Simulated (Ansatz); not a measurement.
**Nudged elastic band run: FH6PSi2**

Input file:

```yaml
crystal:
  periodic: [false, false, false]
  atoms:
    - { symbol: F, position_ang: [-1.760674, 0.736, 2.221857] }
    - { symbol: Si, position_ang: [-1.119445, 1.16767, 0.700996] }
    - { symbol: P, position_ang: [1.095687, 0.487502, 0.648766] }
    - { symbol: Si, position_ang: [0.909892, -1.432791, -0.658652] }
    - { symbol: H, position_ang: [-1.992443, 0.51152, -0.333194] }
    - { symbol: H, position_ang: [-1.163096, 2.664004, 0.583714] }
    - { symbol: H, position_ang: [1.493328, 1.389099, -0.415813] }
    - { symbol: H, position_ang: [0.156441, -1.198901, -1.940163] }
    - { symbol: H, position_ang: [0.174143, -2.445962, 0.165677] }
    - { symbol: H, position_ang: [2.289367, -1.929341, -0.970288] }
basis:
  gaussian: { orbitals: "6-31G" }
hamiltonian:
  xc: r2scan
  dispersion: d4
neb:
  order_check: false
  images: 5
  f_tol: 0.05
  max_iterations: 60
  final_atoms:
    - { symbol: F, position_ang: [-2.12530063, 0.11908174, -0.01905022] }
    - { symbol: Si, position_ang: [-1.03586599, 1.22848011, 0.70624253] }
    - { symbol: P, position_ang: [1.12661543, 0.8547017, 0.00820669] }
    - { symbol: Si, position_ang: [0.94335153, -1.43479833, -0.41825717] }
    - { symbol: H, position_ang: [-1.46393054, 2.61570883, 0.32862465] }
    - { symbol: H, position_ang: [-1.09964572, 0.99984542, 2.18573012] }
    - { symbol: H, position_ang: [0.96960139, 1.31834102, -1.35461867] }
    - { symbol: H, position_ang: [0.01604618, -1.73864475, -1.55585972] }
    - { symbol: H, position_ang: [0.43552635, -2.06080867, 0.84625958] }
    - { symbol: H, position_ang: [2.316802, -1.95310707, -0.7243778] }
  initial_path:
    images:
      - { positions_ang: [[-1.760674, 0.736, 2.221857], [-1.119445, 1.16767, 0.700996], [1.095687, 0.487502, 0.648766], [0.909892, -1.432791, -0.658652], [-1.992443, 0.51152, -0.333194], [-1.163096, 2.664004, 0.583714], [1.493328, 1.389099, -0.415813], [0.156441, -1.198901, -1.940163], [0.174143, -2.445962, 0.165677], [2.289367, -1.929341, -0.970288]] }
      - { positions_ang: [[-1.65988654, 1.02255941, 2.20077416], [-1.1057141, 1.09273389, 0.71100077], [1.05757239, 0.41324088, 0.72112857], [0.89147508, -1.36337877, -0.6772243], [-1.98440722, 0.26861615, -0.08336401], [-1.16898378, 2.42847109, 0.26614294], [1.54050723, 1.35276338, -0.23074392], [0.1949123, -0.98258069, -1.93704451], [0.08369411, -2.41066178, 0.02570619], [2.23403053, -1.87296357, -0.9934759]] }
      - { positions_ang: [[-1.55909908, 1.30911882, 2.17969133], [-1.0919832, 1.01779779, 0.72100554], [1.01945779, 0.33897976, 0.79349115], [0.87305815, -1.29396655, -0.6957966], [-1.97637145, 0.0257123, 0.16646598], [-1.17487156, 2.19293818, -0.05142813], [1.58768646, 1.31642776, -0.04567484], [0.23338361, -0.76626038, -1.93392601], [-0.00675479, -2.37536155, -0.11426462], [2.17869406, -1.81658613, -1.0166638]] }
      - { positions_ang: [[-1.45831162, 1.59567823, 2.15860849], [-1.0782523, 0.94286168, 0.73101031], [0.98134318, 0.26471864, 0.86585372], [0.85464123, -1.22455432, -0.7143689], [-1.96833567, -0.21719155, 0.41629597], [-1.18075935, 1.95740527, -0.36899919], [1.63486569, 1.28009214, 0.13939424], [0.27185491, -0.54994007, -1.93080752], [-0.09720368, -2.34006133, -0.25423542], [2.1233576, -1.7602087, -1.0398517]] }
      - { positions_ang: [[-1.68064129, 1.1034794, 1.43272225], [-1.06412353, 1.03806783, 0.72275438], [1.02976727, 0.46137966, 0.57997138], [0.88421133, -1.29463566, -0.61566499], [-1.80020063, 0.72710858, 0.3870722], [-1.15372147, 1.63821865, 0.48257725], [1.41311093, 1.29284177, -0.35861006], [0.18658534, -0.94617496, -1.80582492], [0.080373, -2.24697711, 0.11259624], [2.18783907, -1.82450816, -0.93469373]] }
      - { positions_ang: [[-1.90297096, 0.61128057, 0.70683601], [-1.04999476, 1.13327397, 0.71449846], [1.07819135, 0.65804068, 0.29408904], [0.91378143, -1.36471699, -0.51696108], [-1.63206558, 1.6714087, 0.35784842], [-1.1266836, 1.31903203, 1.33415368], [1.19135616, 1.3055914, -0.85661437], [0.10131576, -1.34240985, -1.68084232], [0.25794967, -2.15389289, 0.47942791], [2.25232053, -1.88880762, -0.82953576]] }
      - { positions_ang: [[-2.12530063, 0.11908174, -0.01905022], [-1.03586599, 1.22848011, 0.70624253], [1.12661543, 0.8547017, 0.00820669], [0.94335153, -1.43479833, -0.41825717], [-1.46393054, 2.61570883, 0.32862465], [-1.09964572, 0.99984542, 2.18573012], [0.96960139, 1.31834102, -1.35461867], [0.01604618, -1.73864475, -1.55585972], [0.43552635, -2.06080867, 0.84625958], [2.316802, -1.95310707, -0.7243778]] }
```

Command:

```bash
$ ansatz run input.yaml --threads 1 --pin off --max-ram 2048MiB --backend cpu --events-out ev --progress --plain --runs-dir out
```

Output, in part (warnings, iteration lines, the closing report on the highest movable image, with atoms numbered from 0):

```
NEB end point (image 0): max|allowed force component| = 1.307e-2 eV/Å (the criterion of neb.relax_end_points is 1.000e-2)
NEB end point (image 6): max|allowed force component| = 5.035e-3 eV/Å (the criterion of neb.relax_end_points is 1.000e-2)
NEB iter   1: max|band force component| = 1.956e2 eV/Å  barrier→ = 88.3873 eV  barrier← = 88.5000 eV  Δτ_max = 0.2000 Å  (166 SCF iters)
NEB iter   2: max|band force component| = 9.557e1 eV/Å  barrier→ = 42.9912 eV  barrier← = 43.1039 eV  Δτ_max = 0.2000 Å  (143 SCF iters)
NEB iter   3: max|band force component| = 4.641e1 eV/Å  barrier→ = 20.8947 eV  barrier← = 21.0074 eV  Δτ_max = 0.1970 Å  (144 SCF iters)
NEB iter   4: max|band force component| = 2.056e1 eV/Å  barrier→ = 10.3073 eV  barrier← = 10.4200 eV  Δτ_max = 0.2000 Å  (145 SCF iters)
NEB iter   5: max|band force component| = 9.047e0 eV/Å  barrier→ = 5.2602 eV  barrier← = 5.3729 eV  Δτ_max = 0.1989 Å  (140 SCF iters)
NEB iter   6: max|band force component| = 4.757e0 eV/Å  barrier→ = 2.7462 eV  barrier← = 2.8589 eV  Δτ_max = 0.2000 Å  (140 SCF iters)
NEB iter   7: max|band force component| = 2.808e0 eV/Å  barrier→ = 1.3980 eV  barrier← = 1.5107 eV  Δτ_max = 0.1994 Å  (145 SCF iters)
NEB iter   8: max|band force component| = 2.105e0 eV/Å  barrier→ = 0.6344 eV  barrier← = 0.7471 eV  Δτ_max = 0.2000 Å  (140 SCF iters)
NEB iter   9: max|band force component| = 2.216e0 eV/Å  barrier→ = 0.5431 eV  barrier← = 0.6558 eV  Δτ_max = 0.1018 Å  (133 SCF iters)
NEB iter  10: max|band force component| = 2.158e0 eV/Å  barrier→ = 0.5023 eV  barrier← = 0.6150 eV  Δτ_max = 0.1991 Å  (134 SCF iters)
NEB iter  11: max|band force component| = 2.327e0 eV/Å  barrier→ = 0.3642 eV  barrier← = 0.4769 eV  Δτ_max = 0.2000 Å  (136 SCF iters)
NEB iter  12: max|band force component| = 2.052e0 eV/Å  barrier→ = 0.4720 eV  barrier← = 0.5847 eV  Δτ_max = 0.1863 Å  (134 SCF iters)
NEB iter  13: max|band force component| = 1.879e0 eV/Å  barrier→ = 0.5292 eV  barrier← = 0.6419 eV  Δτ_max = 0.1990 Å  (133 SCF iters)
NEB iter  14: max|band force component| = 1.780e0 eV/Å  barrier→ = 0.4582 eV  barrier← = 0.5709 eV  Δτ_max = 0.1969 Å  (134 SCF iters)
NEB iter  15: max|band force component| = 1.676e0 eV/Å  barrier→ = 0.3698 eV  barrier← = 0.4825 eV  Δτ_max = 0.2000 Å  (132 SCF iters)
NEB iter  16: max|band force component| = 7.976e-1 eV/Å  barrier→ = 0.1385 eV  barrier← = 0.2512 eV  Δτ_max = 0.1743 Å  (131 SCF iters)
NEB iter  17: max|band force component| = 2.613e-1 eV/Å  barrier→ = 0.0240 eV  barrier← = 0.1367 eV  CI = image 3  Δτ_max = 0.1479 Å  (133 SCF iters)
NEB iter  18: max|band force component| = 1.902e-1 eV/Å  barrier→ = 0.0114 eV  barrier← = 0.1241 eV  CI = image 2  Δτ_max = 0.1283 Å  (135 SCF iters)
NEB iter  19: max|band force component| = 2.953e-1 eV/Å  barrier→ = 0.0102 eV  barrier← = 0.1229 eV  CI = image 1  Δτ_max = 0.0645 Å  (129 SCF iters)
NEB iter  20: max|band force component| = 1.698e-1 eV/Å  barrier→ = 0.0104 eV  barrier← = 0.1231 eV  CI = image 1  Δτ_max = 0.0624 Å  (137 SCF iters)
NEB iter  21: max|band force component| = 1.627e-1 eV/Å  barrier→ = 0.0112 eV  barrier← = 0.1239 eV  CI = image 1  Δτ_max = 0.0379 Å  (130 SCF iters)
NEB iter  22: max|band force component| = 9.778e-2 eV/Å  barrier→ = 0.0118 eV  barrier← = 0.1245 eV  CI = image 1  Δτ_max = 0.0312 Å  (123 SCF iters)
NEB iter  23: max|band force component| = 4.636e-2 eV/Å  barrier→ = 0.0122 eV  barrier← = 0.1249 eV  CI = image 1  Δτ_max = 0.0000 Å  (248 SCF iters)
Total energy: -27852.04846189 eV, -1023.5439021780 hartree
Atom 0 at    -1.858853     0.287125     1.831250 Å, force     0.013496     0.018348    -0.017502 eV/Å
Atom 1 at    -1.101317     1.241294     0.635281 Å, force    -0.016587    -0.002744     0.015352 eV/Å
Atom 2 at     1.120444     0.582751     0.542355 Å, force    -0.000512    -0.002196     0.001548 eV/Å
Atom 3 at     0.899626    -1.474690    -0.538045 Å, force     0.006308     0.000707    -0.007658 eV/Å
Atom 4 at    -1.864806     1.026505    -0.644674 Å, force     0.004626    -0.003933     0.008350 eV/Å
Atom 5 at    -1.152197     2.679614     1.061843 Å, force    -0.005435    -0.007648    -0.004275 eV/Å
Atom 6 at     1.429372     1.367603    -0.640361 Å, force     0.001068    -0.001808     0.002186 eV/Å
Atom 7 at    -0.063632    -1.428993    -1.694372 Å, force     0.001958     0.003208     0.002711 eV/Å
Atom 8 at     0.416076    -2.459372     0.481235 Å, force    -0.001797    -0.000673     0.000572 eV/Å
Atom 9 at     2.258486    -1.873037    -1.031612 Å, force    -0.003126    -0.003260    -0.001285 eV/Å
Dipole moment:     0.053377     0.150469    -0.561816 e Å
```

The run converged. A vibrational analysis at the climbing image gives one clearly imaginary mode, 41i cm⁻¹: a first-order saddle point. Limits of this set-up: no polarisation functions.

Final band (atoms are numbered from 1 in the order of the input):

```json
{"image": "0", "path coordinate (Å)": "0.00", "energy (kcal/mol)": "0.0", "dihedral H5–Si2–P3–Si4 (°)": "-15"}
{"image": "1", "path coordinate (Å)": "1.18", "energy (kcal/mol)": "0.3", "dihedral H5–Si2–P3–Si4 (°)": "-44"}
{"image": "2", "path coordinate (Å)": "1.97", "energy (kcal/mol)": "0.0", "dihedral H5–Si2–P3–Si4 (°)": "-64"}
{"image": "3", "path coordinate (Å)": "2.75", "energy (kcal/mol)": "-0.6", "dihedral H5–Si2–P3–Si4 (°)": "-85"}
{"image": "4", "path coordinate (Å)": "3.54", "energy (kcal/mol)": "-1.4", "dihedral H5–Si2–P3–Si4 (°)": "-106"}
{"image": "5", "path coordinate (Å)": "4.32", "energy (kcal/mol)": "-2.2", "dihedral H5–Si2–P3–Si4 (°)": "-127"}
{"image": "6", "path coordinate (Å)": "5.11", "energy (kcal/mol)": "-2.6", "dihedral H5–Si2–P3–Si4 (°)": "-148"}
```

Time of the run: 5.3 min on 1 thread of Intel(R) Xeon(R) 6975P-C (Granite Rapids) (shared host), peak memory 0.15 GiB.
